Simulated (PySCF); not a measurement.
**Bond length, frequency and bond energy of TeO⁻ by level of theory**

State: ²Π (doublet), unpaired electrons π ↑. Set-up: Te aug-cc-pVDZ-PP with ECP28, O aug-cc-pVDZ; scalar-relativistic core potentials (PySCF 2.14). De refers to Te⁻ + O in their high-spin ground configurations, without counterpoise correction. The functionals are run spin-unrestricted. A positive dipole points towards O; it is taken about the centre of mass and depends on that origin. Levels whose curve was spin-contaminated or gave no clean fit are not listed.

```tsv
Level	Re (Å)	ωe (cm⁻¹)	De (eV)	μ (D)
UHF-CCSD	1.937	655	n/a	n/a
UHF-CCSD(T)	1.943	636	n/a	n/a
PBE	1.955	634	4.14	-2.95
r²SCAN	1.936	658	3.65	-2.87
M06-L	1.945	638	3.71	-2.76
B3LYP	1.944	648	3.52	-3.09
PBE0	1.924	677	3.43	-2.97
B2PLYP	1.919	769	3.49	-2.86
```

The bond length runs from 1.919 Å (B2PLYP) to 1.955 Å (PBE). De spans 3.43 eV (PBE0, global hybrid GGA) to 4.14 eV (PBE, GGA).

Correlated steps freeze 5 core orbitals. Spin–orbit coupling is left out, which matters for elements this heavy, above all for dissociation energies. For an ion De counts to the pair picked by the measured ionisation energies or electron affinities, which need not be the lowest pair at this level. The highest Kohn–Sham level is positive in this anion. Much of that is self-interaction error, but it also means that the finite basis helps to hold the extra electron. B2PLYP dipoles, levels and charges come from its SCF part alone. The CCSD T1 diagnostic is raised, a sign that a single reference may not be enough here. The state was picked by a PBE0 search and need not be the measured ground state.

The whole job (state search and all levels along the bond) took about 3.8 min on 1 thread of Oxide Virtual Turin-like (shared host), peak memory 0.72 GiB.
